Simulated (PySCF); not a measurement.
Zr(OH)2Cl2 (singlet state).
Bonds: Zr1–O2, Zr1–O4, Zr1–Cl6, Zr1–Cl7. Hydrogens: H3 on O2; H5 on O4.

Method: PBE0-D3(BJ)/def2-SVP geometry optimisation, gas phase, def2 core potentials past Kr (PySCF 2.14.0); density fitting, grid level 1; the optimiser is geomeTRIC in internal coordinates, started from a GFN2-xTB structure with every atom displaced at random (about 0.03 Å).

Step 0: E = -30435.9545 eV
```
atom  x, y, z in Å  |  force x, y, z in eV/Å
Zr1    -0.2553   -0.0773   -0.2101   -0.540   1.996  -2.140
O2     -0.4083    0.2140    1.5992   -0.367   0.233   0.547
H3     -0.0554    0.1333    2.4518    0.535  -0.014   2.051
O4      1.4805   -0.2118   -0.9225   -7.664  -0.850  -0.514
H5      2.3254   -0.1472   -0.8628    8.951   0.608   0.342
Cl6    -1.3600    1.7252   -1.3126    0.301  -0.048   0.224
Cl7    -1.6350   -1.7381   -0.8115   -1.216  -1.926  -0.510
```

Step 1: E = -30436.6875 eV
```
atom  x, y, z in Å  |  force x, y, z in eV/Å
Zr1    -0.3139   -0.0362   -0.2649    0.308   0.058   0.590
O2     -0.4116    0.2313    1.6672    0.339  -0.264  -1.263
H3     -0.0720    0.1617    2.5626   -0.113   0.069  -0.059
O4      1.4968   -0.2083   -0.9521   -1.251   0.059   0.589
H5      2.4493   -0.1643   -0.9124    0.231  -0.004  -0.099
Cl6    -1.3625    1.7988   -1.3151    0.175  -0.098   0.116
Cl7    -1.6943   -1.8850   -0.8538    0.311   0.180   0.126
```

Step 2: E = -30436.7700 eV
```
atom  x, y, z in Å  |  force x, y, z in eV/Å
Zr1    -0.3253   -0.0261   -0.2675   -0.465  -0.153   0.053
O2     -0.3921    0.2244    1.6218    0.326  -0.110  -0.011
H3     -0.0589    0.1609    2.5210   -0.159   0.091  -0.092
O4      1.4489   -0.2046   -0.9178    0.477   0.006   0.194
H5      2.4118   -0.1704   -0.8893   -0.295  -0.035  -0.150
Cl6    -1.3371    1.8185   -1.2975   -0.034   0.194  -0.073
Cl7    -1.6553   -1.9046   -0.8394    0.150   0.007   0.079
```

Step 3: E = -30436.7960 eV
```
atom  x, y, z in Å  |  force x, y, z in eV/Å
Zr1    -0.3442   -0.0200   -0.2719   -0.276   0.012  -0.298
O2     -0.3802    0.2158    1.6056    0.215  -0.047   0.221
H3     -0.0655    0.1634    2.5097   -0.114   0.077   0.006
O4      1.4368   -0.2061   -0.8992    0.386   0.012   0.137
H5      2.3996   -0.1858   -0.8938   -0.268  -0.028  -0.123
Cl6    -1.3336    1.8608   -1.2935    0.002   0.022  -0.007
Cl7    -1.6210   -1.9301   -0.8254    0.055  -0.049   0.064
```

**Question.** Estimate the geometry and energy of step 4. (The exact step hangs on the optimiser's Hessian estimate; all steps are aligned on step 3, rigid shifts and turns removed.)

**Answer.** E = -30436.8162 eV, largest force 0.210 eV/Å
```
atom  x, y, z in Å  |  force x, y, z in eV/Å
Zr1    -0.3711   -0.0027   -0.2871    0.086   0.115  -0.153
O2     -0.3595    0.1991    1.5896    0.025   0.018   0.123
H3     -0.1027    0.1719    2.5100   -0.033   0.038   0.108
O4      1.4183   -0.2059   -0.8737    0.101   0.032   0.007
H5      2.3751   -0.2197   -0.9275   -0.048  -0.025  -0.069
Cl6    -1.3183    1.9279   -1.2814   -0.006  -0.108   0.017
Cl7    -1.5498   -1.9727   -0.7984   -0.125  -0.070  -0.033
```

The energy changes by -0.0202 eV. The first-order estimate −F·Δx gives -0.0360 eV and the mean of the old and new forces, exact on a quadratic surface, -0.0133 eV. The step makes an angle of 70° with the force vector and moves no atom by more than 0.087 Å.

The cost below is that of the whole optimisation. Hardware: one thread of an AMD EPYC 7R43, shared host with 256 logical CPUs at a one-minute load of 70. Cost: 62 s wall, 0.42 GiB resident at most.
